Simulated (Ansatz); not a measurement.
Relaxation of H4OSn (6 atoms, charge 0, multiplicity 1), to a largest force component of 0.02 eV/Å in at most 40 steps.

All numbers below come from RKS PBE/def2-SVP (Ansatz 0.2.0).

```xyz
6
Properties=species:S:1:pos:R:3:forces:R:3
Sn 0.000 0.000 0.000 -0.01 0.01 -1.55
O 0.000 0.000 1.960 -1.21 -0.42 1.68
H -0.909 -0.281 2.297 1.35 0.42 -0.47
H 1.641 0.000 -0.579 -0.13 0.00 0.27
H -0.820 1.420 -0.579 0.01 0.00 0.04
H -0.820 -1.420 -0.579 -0.01 -0.01 0.04
```

Problem. Where does it end, and by what steps?

Solution. It converged. The force dipped under the threshold on the way, but the program's further checks kept it going. After 8 steps the energy has fallen by 0.086 eV; H3 moved furthest, 0.15 Å.

```json
{"step": "0", "energy less start (eV)": "0.0000", "largest force component (eV/Å)": "1.676", "accepted": "yes"}
{"step": "1", "energy less start (eV)": "-0.0722", "largest force component (eV/Å)": "0.495", "accepted": "yes"}
{"step": "2", "energy less start (eV)": "-0.0842", "largest force component (eV/Å)": "0.088", "accepted": "yes"}
{"step": "3", "energy less start (eV)": "-0.0852", "largest force component (eV/Å)": "0.014", "accepted": "yes"}
{"step": "4", "energy less start (eV)": "-0.0857", "largest force component (eV/Å)": "0.031", "accepted": "yes"}
{"step": "5", "energy less start (eV)": "-0.0849", "largest force component (eV/Å)": "0.181", "accepted": "no"}
{"step": "6", "energy less start (eV)": "-0.0860", "largest force component (eV/Å)": "0.012", "accepted": "yes"}
{"step": "7", "energy less start (eV)": "-0.0861", "largest force component (eV/Å)": "0.098", "accepted": "yes"}
{"step": "8", "energy less start (eV)": "-0.0863", "largest force component (eV/Å)": "0.001", "accepted": "yes"}
```

```xyz
6
Properties=species:S:1:pos:R:3
Sn -0.029 -0.026 -0.057
O 0.040 -0.102 1.958
H -0.865 -0.135 2.320
H 1.639 0.015 -0.474
H -0.867 1.408 -0.559
H -0.825 -1.441 -0.668
```

Time of the run: 13 s on 1 thread of Arm Neoverse V1, on a shared host, peak memory 0.1 GiB.
